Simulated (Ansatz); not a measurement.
WSe2. Total charge 0; singlet. Geometry PBE-D4/def2-TZVP; atoms count from 1.

```xyz
3

W    -0.679   -0.435   -0.343
Se   -0.360    1.778   -0.424
Se    1.039   -1.343    0.767
```

In the def2 sets W takes a core potential; there is no spin–orbit coupling. The restricted singlet is unstable: a solution with broken spin symmetry lies lower. The geometry of the singlet was relaxed on an unsound state (restricted singlet, unstable towards broken spin symmetry). At PBE0-D4/def2-TZVP a triplet of charge 0 lies 0.64 eV below the restricted singlet, each at its own geometry. The structure comes from a short search, and lower isomers may exist.

(1) Estimate the Mulliken populations from the PBE0/def2-TZVP orbitals of Ansatz.

(2) And the Mayer bond orders between bonded heavy atoms (over 0.3)?

## Answers

(1) 
```json
{"atom": "W1", "charge (e)": "0.38", "d electrons": "4.20"}
{"atom": "Se2", "charge (e)": "-0.19", "d electrons": "–"}
{"atom": "Se3", "charge (e)": "-0.19", "d electrons": "–"}
```
Mulliken values and Mayer orders depend strongly on the basis.

(2) W1–Se2 2.40 (2.24 Å); W1–Se3 2.40 (2.24 Å).
